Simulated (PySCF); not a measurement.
H₃InO₂, SMILES [InH]([OH])[OH]. The structure is a stationary point at B3LYP-D3(BJ)/def2-TZVP. The def2 effective core potentials stand for the cores of In; spin–orbit coupling is left out. Other conformers were not sampled.

Computed equilibrium geometry at B3LYP-D3(BJ)/def2-TZVP (PySCF confirms it by a frequency run) as a Z-matrix, and its point group (one conformer of several):
point group Cs.
```
In
O 1 1.9887
H 2 0.9640 1 111.01
H 1 1.6975 2 124.94 3 -180.00
O 1 2.0006 4 128.57 2 180.00
H 5 0.9625 1 114.51 4 0.00
```
